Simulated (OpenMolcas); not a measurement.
Kr2+: effect of the basis set

| Property | Result |
| --- | --- |
| Program | OpenMolcas 26.06 |
| Method | MS-RASPT2, IPEA 0.25 Eh, imaginary shift 0.1 Eh (closed shells correlated: 3d) |
| Active space | 6 electrons in 9 orbitals (RAS2 4s 4p; RAS3 4d, at most 2 electrons) |
| State averaging | 2S+1 = 3 even, 3 roots; 2S+1 = 1 even, 7 roots; 2S+1 = 3 odd, 3 roots; 2S+1 = 1 odd, 3 roots |
| Spin-orbit coupling | RASSI with atomic mean-field integrals over the reference wave functions, term energies averaged over their components |

A. ANO-RCC-VTZP [6s5p3d1f], DKH2, point nucleus; CASPT2 step about 9 core-seconds
B. ANO-RCC-VQZP [7s6p4d2f1g], DKH2, point nucleus; CASPT2 step roughly 9 core-seconds
C. ANO-R2 [6s5p4d3f1g], X2C, finite nucleus; CASPT2 step of the order of 18 core-seconds
D. ANO-RCC [9s8p6d4f2g], DKH2, point nucleus; CASPT2 step about 22 core-seconds

Energies in cm⁻¹ above 4s² 4p⁴ ³P₂, the measured ground level; measured values from Saloman, J. Phys. Chem. Ref. Data 36, 215 (2007).

```csv
Level,A,B,C,D,Measured
4s² 4p⁴ ³P₂,0.0,0.0,0.0,0.0,0.0
4s² 4p⁴ ³P₁,4050,4090,4040,4090,4548
4s² 4p⁴ ³P₀,4930,4940,4900,4940,5313
4s² 4p⁴ ¹D₂,15060,14690,14600,14600,14644
4s² 4p⁴ ¹S₀,33510,32990,33070,32910,33080
4s 4p⁵ ³P°₂,115930,115960,117020,116230,115931
4s 4p⁵ ³P°₁,119150,119180,120220,119440,119380
4s 4p⁵ ³P°₀,121030,121080,122090,121340,121543
```

Deviations, from unrounded energies. A percentage is the sum of absolute deviations over the sum of measured energies, with the sign that they share, or ± where signs differ.

```json
{"Against measurement": "mean absolute deviation (cm-1)", "Levels": "7", "A": "350", "B": "240", "C": "490", "D": "230"}
{"Against measurement": "fine structure of the ground term (%)", "Levels": "2", "A": "-9.0", "B": "-8.5", "C": "-9.4", "D": "-8.5"}
{"Against measurement": "other terms of the ground configuration (%)", "Levels": "2", "A": "+1.8", "B": "±0.3", "C": "-0.1", "D": "-0.4"}
{"Against measurement": "other configurations (%)", "Levels": "3", "A": "±0.2", "B": "±0.2", "C": "+0.7", "D": "±0.2"}
```

B, D lie about equally close to measurement and C furthest from it. The largest miss of D in the table is 4s² 4p⁴ ³P₁, by -460 cm-1. The ranking rests on the paired levels alone, and a cruder setting can come out closer through cancelling errors.

The two smallest mean deviations differ by little beside CASPT2's spread within terms, so their order carries little weight.

Among A to D the level of the table that moves most is 4s 4p⁵ ³P°₂, by 1100 cm-1 (lowest in A, highest in C). Moves below CASPT2's spread within the term are not significant.

CASPT2 does not keep the components of a term degenerate, so their means are used; among the terms shown or strongly mixed into the levels shown the widest spread is 200 cm-1 (4s² 4p⁴ ¹D, C). Some terms mix strongly with configurations of 4d, whose occupation reaches 0.24 (4s 4p⁵ ³P°) (figures for A; the like holds for B, C, D). The run also gave levels led by 4s² 4p³ 4d, which use shells meant for correlation; these and all levels above them are left out (holds for A; B; D). Active for correlation alone: 4d; no level in the range computed is led by a configuration that fills it, so any true level of that kind is missing (holds for C). Computed and measured levels are paired by configuration, term and J; levels that our copy of the source lacks, or whose pairing is in doubt (as where it misses far off the trend of its configuration), stay unpaired and out of the deviations. Levels of configurations outside the active space are missing. Levels that lie high or do not pair safely by name in every column are left out.

° marks odd parity.
